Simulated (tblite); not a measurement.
Isomers of C4H13NP2Si. Method: GFN2-xTB as coded in tblite; computed harmonic values from a numerical Hessian at the method's own geometry, unscaled. This tight-binding method is rough: wavenumbers can miss measured ones by several per cent, in bad cases by 10 to 20. Modes of hydrogen on phosphorus and silicon can be 10 to 20 % off. One conformer each.

Electronic energies: GFN2-xTB at the same geometries; isomer energies are rough at this level and their order can be wrong.

| SMILES | electronic energy, lowest = 0 (kcal/mol) |
| --- | --- |
| P[SiH](P)N1CCCC1 | 0.0 |
| C=CCN(C)[SiH](P)P | 30.4 |
| CN(C1CC1)[SiH](P)P | 23.4 |

Task: How do GFN2-xTB zero-point energies change the relative energies?

Result: 
```csv
SMILES,ZPE (kcal/mol),of it from modes above 1550 cm⁻¹,electronic (kcal/mol),"with ZPE, lowest = 0 (kcal/mol)",lowest mode (cm⁻¹),rings
P[SiH](P)N1CCCC1,101.1,50.2,0.0,0.0,38,1
CN(C1CC1)[SiH](P)P,99.5,51.0,23.4,21.8,42,1
C=CCN(C)[SiH](P)P,98.4,53.1,30.4,27.7,24,0
```

The zero-point energies span 2.7 kcal/mol, from `C=CCN(C)[SiH](P)P` to `P[SiH](P)N1CCCC1`. The order is unchanged.
